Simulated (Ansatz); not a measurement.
`[CH3][Bi]([F])[Cl]` + H–F → `[CH3][Bi]([F])[F]` + HCl at 500 K and 1 bar (ligand exchange at a Bi–Cl bond).

Program: Ansatz. Geometries: PBE0-D4/def2-TZVP. ΔE: electronic, gas phase. CCSD(T)/CBS adds triple-zeta CCSD(T) − MP2 to the extrapolated MP2 energy (def2 sets, frozen cores). This one scheme is used for every species. def2 core potentials past Kr. For Bi outer-core shells are correlated without core-valence functions, which leaves a few kJ/mol of doubt a bond.

```
             species  CCSD(T)/CBS energy (Eh)  H − E (kJ/mol)  S (J/(mol·K))
`[CH3][Bi]([F])[Cl]`               -813.67105           140.7          408.5
                 H–F               -100.39570            39.4          188.7
 `[CH3][Bi]([F])[F]`               -453.67018           141.1          398.7
                 HCl               -460.38127            32.5          201.9
```

H − E and S are ideal-gas, rigid-rotor, harmonic terms from PBE0-D4/def2-TZVP, for one conformer and one mirror image of each species. 1 Eh = 2625.50 kJ/mol, R = 8.31446 J/(mol·K).

Problem. By hand: ΔE, ΔH, ΔS and ΔG.

Solution. ΔE = (-453.67018) + (-460.38127) − (-813.67105) − (-100.39570) = 0.01530 Eh = 40.2 kJ/mol. Δ(H − E) = 141.1 + 32.5 − 140.7 − 39.4 = -6.5, so ΔH = 33.7 kJ/mol. ΔS = 398.7 + 201.9 − 408.5 − 188.7 = 3.4 J/(mol·K). ΔG = 33.7 − 500 × (3.4)/1000 = 32.0 kJ/mol.

Problem. By hand: the equilibrium constant, and the temperature at which ΔG would vanish if ΔH and ΔS stayed fixed.

Solution. log₁₀ K = −ΔG/(RT ln 10) = -3.3. ΔG = 0 at ΔH/ΔS = 9912 K, far beyond where these terms or the molecules hold.

The number of gas molecules stays the same, so ΔS is small and ΔH decides. A doubt of 5 kJ/mol in ΔE shifts log₁₀ K by 0.5 here. Other conformers and mirror images would add mixing entropy, several J/(mol·K) or more a flexible species. These are equilibria of isolated gas molecules and say nothing of rates. Largest T1 diagnostic: 0.015 (customary marks: 0.02 for closed shells, 0.045 for open ones).
